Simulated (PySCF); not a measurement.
PySCF input for Se(Cl)2 cation (Cl₂Se), SMILES Cl[Se]Cl (connectivity only; charge and spin as stated), charge +1, multiplicity 2, TDA-LC-ωPBE/def2-SVPD. Geometry: TPSSh-D3(BJ)/def2-TZVP. The multiplicity is an assumed one; other spin states were not compared. The isomer is the one that the SMILES or the coordinates give; other isomers of the formula were not compared.

```python
import numpy as np
from pyscf import gto, scf, dft, tdscf

mol = gto.M(
    atom='''
    Se    0.00000000    0.00000000    0.63653656
    Cl    0.00000000    1.64898480   -0.63653656
    Cl    0.00000000   -1.64898480   -0.63653656
    ''',
    basis='def2-SVPD',
    charge=1,
    spin=1,
    max_memory=1600,
    verbose=4,
)
mf = dft.UKS(mol, xc='lc_wpbe').density_fit(auxbasis='def2-universal-jkfit')
mf.grids.level = 3
mf.conv_tol = 1e-9
mf.max_cycle = 100
mf.kernel()
fine, coarse = mf.grids, dft.Grids(mol).set(level=1).build(with_non0tab=True)
for _ in range(3):  # follow internal instabilities
    mf.grids = coarse
    mo, _, stable, _ = mf.stability(return_status=True, nroots=4)
    mf.grids = fine
    if stable:
        break
    mf.kernel(mf.make_rdm1(mo, mf.mo_occ))
mf.grids = dft.Grids(mol).set(level=1).build(with_non0tab=True)  # coarser grid for the response kernel
td = tdscf.TDA(mf)
td.nstates = 10
td.conv_tol = 1e-4
td.kernel(x0=td.get_init_guess(mf, 15))
td.analyze()
```

Output:

```
PySCF version 2.14.0

[INPUT] verbose = 4
[INPUT] num. atoms = 3
[INPUT] num. electrons = 67
[INPUT] charge = 1
[INPUT] spin (= nelec alpha-beta = 2S) = 1
[INPUT] symmetry False subgroup None
[INPUT] Mole.unit = angstrom
[INPUT] Symbol           X                Y                Z      unit          X                Y                Z       unit  Magmom
[INPUT]  1 Se     0.000000000000   0.000000000000   0.636536560000 AA    0.000000000000   0.000000000000   1.202879766673 Bohr   0.0
[INPUT]  2 Cl     0.000000000000   1.648984800000  -0.636536560000 AA    0.000000000000   3.116129655571  -1.202879766673 Bohr   0.0
[INPUT]  3 Cl     0.000000000000  -1.648984800000  -0.636536560000 AA    0.000000000000  -3.116129655571  -1.202879766673 Bohr   0.0

nuclear repulsion = 340.015405645892
number of shells = 37
number of NR pGTOs = 173
number of NR cGTOs = 95
basis = def2-SVPD
ecp = {}


******** <class 'pyscf.df.df_jk.DFUKS'> ********
method = DFUKS
initial guess = minao
damping factor = 0
level_shift factor = 0
DIIS = <class 'pyscf.scf.diis.CDIIS'>
diis_start_cycle = 1
diis_space = 8
diis_damp = 0
SCF conv_tol = 1e-09
SCF conv_tol_grad = None
SCF max_cycles = 100
direct_scf = False
number electrons alpha = 34  beta = 33
XC library pyscf.dft.libxc version 7.1.2
    S. Lehtola, C. Steigemann, M. J. T. Oliveira, and M. A. L. Marques,  SoftwareX 7, 1–5 (2018)
XC functionals = lc_wpbe
    O. A. Vydrov and G. E. Scuseria,  J. Chem. Phys. 125, 234109 (2006)
radial grids:
    Treutler-Ahlrichs [JCP 102, 346 (1995); DOI:10.1063/1.469408] (M4) radial grids

becke partition: Becke, JCP 88, 2547 (1988); DOI:10.1063/1.454033
pruning grids: <function nwchem_prune>
grids dens level: 3
symmetrized grids: False
atomic radii adjust function: <function treutler_atomic_radii_adjust>
small_rho_cutoff = 0
Set gradient conv threshold to 3.16228e-05
tot grids = 58184
Create RSH-DF object <pyscf.df.df.DF object> for omega=0.4
******** <class 'pyscf.df.df.DF'> ********
auxbasis = auxmol.basis = def2-universal-jkfit
init E= -3320.21974497656
  alpha nocc = 34  HOMO = -0.252987646647371  LUMO = -0.0946722761260697
  beta  nocc = 33  HOMO = -0.418912068889842  LUMO = -0.252987646647375

WARN: HOMO -0.252987646647371 >= LUMO -0.252987646647375

cycle= 1 E= -3320.31972856906  delta_E= -0.1  |g|= 0.449  |ddm|= 1.61
  alpha nocc = 34  HOMO = -0.689987734888901  LUMO = -0.340196058431077
  beta  nocc = 33  HOMO = -0.715625976114736  LUMO = -0.450207231863853
  HOMO = -0.689987734889  LUMO = -0.450207231864  gap/eV = 6.52476
cycle= 2 E= -3320.36075703869  delta_E= -0.041  |g|= 0.438  |ddm|= 0.971
  alpha nocc = 34  HOMO = -0.649996969028221  LUMO = -0.266460858023227
  beta  nocc = 33  HOMO = -0.707573342508544  LUMO = -0.36831656239807
  HOMO = -0.649996969028  LUMO = -0.368316562398  gap/eV = 7.66491
cycle= 3 E= -3320.43787438585  delta_E= -0.0771  |g|= 0.0449  |ddm|= 0.452
  alpha nocc = 34  HOMO = -0.634716953649765  LUMO = -0.242743393846212
  beta  nocc = 33  HOMO = -0.686321546856516  LUMO = -0.34704966016099
  HOMO = -0.63471695365  LUMO = -0.347049660161  gap/eV = 7.82783
cycle= 4 E= -3320.43892287821  delta_E= -0.00105  |g|= 0.0113  |ddm|= 0.0786
  alpha nocc = 34  HOMO = -0.634894534170346  LUMO = -0.240899561131174
  beta  nocc = 33  HOMO = -0.687847475836204  LUMO = -0.34281831629699
  HOMO = -0.63489453417  LUMO = -0.342818316297  gap/eV = 7.94780
cycle= 5 E= -3320.43912641832  delta_E= -0.000204  |g|= 0.00456  |ddm|= 0.0272
  alpha nocc = 34  HOMO = -0.635765715260787  LUMO = -0.241215632042744
  beta  nocc = 33  HOMO = -0.688376985288807  LUMO = -0.342558515628884
  HOMO = -0.635765715261  LUMO = -0.342558515629  gap/eV = 7.97857
cycle= 6 E= -3320.43917589135  delta_E= -4.95e-05  |g|= 0.00189  |ddm|= 0.014
  alpha nocc = 34  HOMO = -0.636064234818307  LUMO = -0.241432911291541
  beta  nocc = 33  HOMO = -0.689071005500701  LUMO = -0.342230481469734
  HOMO = -0.636064234818  LUMO = -0.34223048147  gap/eV = 7.99562
cycle= 7 E= -3320.43919006299  delta_E= -1.42e-05  |g|= 0.000793  |ddm|= 0.00838
  alpha nocc = 34  HOMO = -0.636105998569415  LUMO = -0.241428286370855
  beta  nocc = 33  HOMO = -0.689410672800188  LUMO = -0.342034909995466
  HOMO = -0.636105998569  LUMO = -0.342034909995  gap/eV = 8.00208
cycle= 8 E= -3320.43919265043  delta_E= -2.59e-06  |g|= 0.000298  |ddm|= 0.00395
  alpha nocc = 34  HOMO = -0.636099173767275  LUMO = -0.24141847891662
  beta  nocc = 33  HOMO = -0.689470396831759  LUMO = -0.342004379882221
  HOMO = -0.636099173767  LUMO = -0.342004379882  gap/eV = 8.00273
cycle= 9 E= -3320.43919294871  delta_E= -2.98e-07  |g|= 7.28e-05  |ddm|= 0.00135
  alpha nocc = 34  HOMO = -0.636096071126615  LUMO = -0.241419660456339
  beta  nocc = 33  HOMO = -0.68949318202057  LUMO = -0.341997330401241
  HOMO = -0.636096071127  LUMO = -0.341997330401  gap/eV = 8.00283
cycle= 10 E= -3320.4391929644  delta_E= -1.57e-08  |g|= 3.48e-05  |ddm|= 0.000291
  alpha nocc = 34  HOMO = -0.636095773598451  LUMO = -0.241417734836957
  beta  nocc = 33  HOMO = -0.689491549268199  LUMO = -0.341996387816081
  HOMO = -0.636095773598  LUMO = -0.341996387816  gap/eV = 8.00285
cycle= 11 E= -3320.43919296614  delta_E= -1.73e-09  |g|= 1.35e-05  |ddm|= 8.46e-05
  alpha nocc = 34  HOMO = -0.636097847315638  LUMO = -0.241418649383299
  beta  nocc = 33  HOMO = -0.689492793933961  LUMO = -0.341996796773393
  HOMO = -0.636097847316  LUMO = -0.341996796773  gap/eV = 8.00290
cycle= 12 E= -3320.43919296673  delta_E= -5.89e-10  |g|= 5.48e-06  |ddm|= 7.1e-05
  alpha nocc = 34  HOMO = -0.636097667842774  LUMO = -0.241418518531835
  beta  nocc = 33  HOMO = -0.689493046049613  LUMO = -0.341996525783915
  HOMO = -0.636097667843  LUMO = -0.341996525784  gap/eV = 8.00290
Extra cycle  E= -3320.43919296681  delta_E= -8.37e-11  |g|= 3.83e-06  |ddm|= 1.58e-05
converged SCF energy = -3320.43919296681  <S^2> = 0.75557962  2S+1 = 2.0055719
tot grids = 19968
uhf_internal: lowest eigs of H = [0.21780317 0.22794975 0.23716163 0.26652664]
<class 'pyscf.df.df_jk.DFUKS'> wavefunction is stable in the internal stability analysis
tot grids = 19968


******** <class 'pyscf.tdscf.uks.TDA'> for <class 'pyscf.df.df_jk.DFUKS'> ********
nstates = 10
deg_eia_thresh = 1.000e-03
wfnsym = None
conv_tol = 0.0001
eigh lindep = 1e-12
eigh level_shift = 0
eigh max_cycle = 100


Excitation energies (eV)
[3.23334128 3.37286596 3.65813524 3.73522771 4.08493872 4.89003178
 4.94597996 5.11194202 5.40571239 5.51427079]

** Excitation energies and oscillator strengths **
Excited State   1:      3.23334 eV    383.46 nm  f=0.0012
      29b ->   34b      0.11155
      31b ->   34b     -0.98296
Excited State   2:      3.37287 eV    367.59 nm  f=0.0000
      32b ->   34b      0.99525
Excited State   3:      3.65814 eV    338.93 nm  f=0.0380
      32a ->   36a      0.11211
      33a ->   35a      0.14676
      33b ->   34b      0.96319
Excited State   4:      3.73523 eV    331.93 nm  f=0.0003
      31a ->   36a     -0.14483
      34a ->   35a      0.97432
      31b ->   34b      0.10221
Excited State   5:      4.08494 eV    303.52 nm  f=0.0000
      30a ->   36a      0.10478
      31a ->   35a     -0.20807
      34a ->   36a      0.95846
      33b ->   35b      0.10577
Excited State   6:      4.89003 eV    253.54 nm  f=0.0132
      28a ->   36a      0.11443
      29a ->   35a      0.12601
      32a ->   35a     -0.15448
      30b ->   34b     -0.95306
Excited State   7:      4.94598 eV    250.68 nm  f=0.0004
      32a ->   36a      0.35431
      33a ->   35a     -0.67598
      31b ->   36b     -0.27549
      32b ->   35b      0.55476
Excited State   8:      5.11194 eV    242.54 nm  f=0.0002
      32a ->   35a     -0.65981
      33a ->   36a      0.33044
      31b ->   35b      0.58384
      32b ->   36b     -0.27039
Excited State   9:      5.40571 eV    229.36 nm  f=0.0000
      30a ->   36a     -0.14746
      31a ->   35a     -0.31641
      34a ->   36a     -0.15081
      28b ->   34b      0.10239
      30b ->   36b      0.26630
      33b ->   35b      0.86751
Excited State  10:      5.51427 eV    224.84 nm  f=0.0016
      29b ->   34b     -0.97725
      31b ->   34b     -0.11484

** Transition electric dipole moments (AU) **
state          X           Y           Z        Dip. S.      Osc.
  1         0.1218      0.0000     -0.0000      0.0148      0.0012
  2        -0.0000     -0.0000      0.0000      0.0000      0.0000
  3        -0.0000      0.6514      0.0000      0.4243      0.0380
  4        -0.0564     -0.0000      0.0000      0.0032      0.0003
  5        -0.0000      0.0000     -0.0000      0.0000      0.0000
  6         0.0000      0.0000     -0.3323      0.1104      0.0132
  7         0.0000      0.0580     -0.0000      0.0034      0.0004
  8        -0.0000      0.0000      0.0408      0.0017      0.0002
  9         0.0000      0.0000      0.0000      0.0000      0.0000
 10        -0.1085      0.0000     -0.0000      0.0118      0.0016

** Transition velocity dipole moments (imaginary part, AU) **
state          X           Y           Z        Dip. S.      Osc.
  1        -0.0056      0.0000      0.0000      0.0000      0.0002
  2         0.0000     -0.0000      0.0000      0.0000      0.0000
  3         0.0000     -0.0263     -0.0000      0.0007      0.0034
  4         0.0905      0.0000      0.0000      0.0082      0.0397
  5         0.0000      0.0000     -0.0000      0.0000      0.0000
  6         0.0000     -0.0000      0.0492      0.0024      0.0090
  7         0.0000      0.0025      0.0000      0.0000      0.0000
  8        -0.0000      0.0000      0.0024      0.0000      0.0000
  9        -0.0000      0.0000      0.0000      0.0000      0.0000
 10        -0.0020      0.0000      0.0000      0.0000      0.0000

** Transition magnetic dipole moments (imaginary part, AU) **
state          X           Y           Z
  1         0.0000     -0.8705     -0.0000
  2         0.0000      0.0000     -0.4301
  3        -0.0408      0.0000      0.0000
  4        -0.0000      0.4139      0.0000
  5        -0.0000      0.0000     -0.4722
  6        -0.0000      0.0000     -0.0000
  7         0.0367      0.0000     -0.0000
  8         0.0000     -0.0000     -0.0000
  9        -0.0000     -0.0000      0.1402
 10        -0.0000      0.4150      0.0000
```

The calculation finished and met its thresholds.

Cost: about 80 core-seconds (a rough figure).
